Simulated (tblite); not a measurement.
Compound: C4H6O2S2Si.
Numbering: `[CH3:1][S:2][SiH2:3][S:4][C:5](=[C:6]=[O:7])[CH:8]=[O:9]` (hydrogens: H10, H11, H12 on C1; H13, H14 on Si3; H15 on C8)

Computed with GFN2-xTB (tblite), gas phase: L-BFGS steps from a force-field or distance-geometry start until the largest atomic force falls under 0.01 eV/Å.

Geometry at step 5:
```
atom  x, y, z in Å
C1      3.6112   -0.3831   -0.2643
S2      2.2839   -1.4975    0.3267
Si3     0.4999   -0.2479    0.3744
S4     -1.0168   -1.0241   -1.0095
C5     -2.4917   -0.0383   -0.6239
C6     -3.5700   -0.3026   -1.3277
O7     -4.5108   -0.5006   -1.9548
C8     -2.4267    0.9956    0.3785
O9     -1.4040    1.4524    0.8241
H10     4.2094   -0.9663   -0.9545
H11     4.2179   -0.0430    0.5709
H12     3.1686    0.4535   -0.7852
H13    -0.0060   -0.3146    1.7206
H14     0.8358    1.0799   -0.0556
H15    -3.4051    1.3444    0.7472
```

Problem. What forces act on the atoms?

Solution. 
| atom | Fx (eV/Å) | Fy (eV/Å) | Fz (eV/Å) |
| --- | --- | --- | --- |
| C1 | -0.191 | -0.074 | -0.044 |
| S2 | -0.285 | 0.156 | -0.053 |
| Si3 | -0.200 | 0.194 | 0.030 |
| S4 | -0.003 | 0.048 | -0.002 |
| C5 | 0.176 | -0.084 | 0.039 |
| C6 | 0.572 | 0.096 | 0.489 |
| O7 | -0.409 | -0.140 | -0.321 |
| C8 | -0.303 | -0.128 | -0.142 |
| O9 | 0.296 | -0.053 | 0.201 |
| H10 | 0.088 | -0.016 | 0.017 |
| H11 | -0.120 | -0.072 | -0.002 |
| H12 | -0.010 | 0.142 | -0.021 |
| H13 | 0.028 | -0.287 | 0.256 |
| H14 | 0.405 | 0.148 | -0.267 |
| H15 | -0.046 | 0.069 | -0.181 |

The largest, 0.76 eV/Å, acts on C6; the rms over all components is 0.205 eV/Å. The forces sum to zero within rounding, as they must for an isolated molecule in no field.

Problem. Give the force on C6 in Eh/bohr and in nN.

Solution. 0.759 eV/Å ÷ 51.422 = 0.01475 Eh/bohr, and 0.759 eV/Å × 1.602 = 1.22 nN.

Problem. How far is this geometry from the end of the optimisation?

Solution. 0.335 eV above it, and 0.631 Å rms away after alignment. The bonds farthest from their final lengths, with half the difference of the two atoms' forces along the bond (positive lengthens):

```tsv
bond	now (Å)	final (Å)	force along bond (eV/Å)
C5–C8	1.442	1.418	-0.09
S4–C5	1.815	1.793	-0.10
Si3–H14	1.436	1.457	+0.09
C1–S2	1.831	1.813	-0.04
C8=O9	1.205	1.223	+0.33
Si3–H13	1.440	1.456	+0.08
```

The angle farthest from its final value is S2–Si3–S4, 110.4° against 94.6°.

Of the 6 listed bonds off by 0.010 Å or more, this force points towards the final length in 6.

What follows is the cost of the whole relaxation. Time: 1.4 s. Hardware: one thread, Arm Neoverse V1 (aarch64), on a shared host.
